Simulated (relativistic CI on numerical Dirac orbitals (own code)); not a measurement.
# Sr23+: q coefficients and field-shift factors

Computed by Dirac-Coulomb-Breit CI, separate exchange-only KLI orbitals for each configuration, derivatives by finite differences, unscaled Slater integrals, QED left out (own radial code, finite nucleus).

Configurations in the expansion (outside the closed core [Ne]): 3s2.3p3, 3s.3p4, 3s2.3p2.3d, 3p5, 3s.3p3.3d, 3p4.3d, 3s2.3p.3d2, 3s2.3d3, 3s.3p.3d3, 3p3.3d2, 3p2.3d3. Double excitations out of closed p, d and f shells are left out; levels of such configurations are missing from the list, as are those of other unlisted configurations, and high levels can miss mixing partners.

With x = (α/α₀)² − 1 an excitation energy changes as ω = ω₀ + qx; K = 2q/ω₀ is the relative enhancement. Terms are leading LS components, so labels can repeat. The field-shift factor is F = δν/δ⟨r²⟩ for the transition from the lowest level.

Lowest level 3s2.3p3 4S°_3/2.

```csv
Level,ω₀ (cm⁻¹),q (cm⁻¹),F (GHz/fm²)
3s2.3p3 2D°_3/2,98144,82440,-0.775
3s2.3p3 2D°_5/2,133551,99590,-0.852
3s2.3p3 2P°_1/2,183827,101500,-1.83
3s2.3p3 2P°_3/2,270700,218200,-3.27
3s.3p4 4P_5/2,598099,129900,-106
3s.3p4 4P_3/2,661396,173700,-99.6
3s.3p4 4P_1/2,678786,187800,-105
3s.3p4 2D_3/2,737566,158000,-75.6
3s.3p4 2D_5/2,774594,217400,-89
3s2.3p2.3d 4F_3/2,807627,59950,-20.7
3s2.3p2.3d 2P_3/2,833726,163800,-43.3
3s2.3p2.3d 4F_5/2,836123,56340,-2.41
3s2.3p2.3d 2P_1/2,842342,170800,-62.6
```

At this charge energies of transitions that change n are usually good to better than 1 %, and those within a shell (Δn = 0) to a few per cent.

(1) Which transition from the lowest level has the largest |K|?

Answers

(1) 3s2.3p3 2D°_3/2 at 98144 cm⁻¹, K = 1.68.
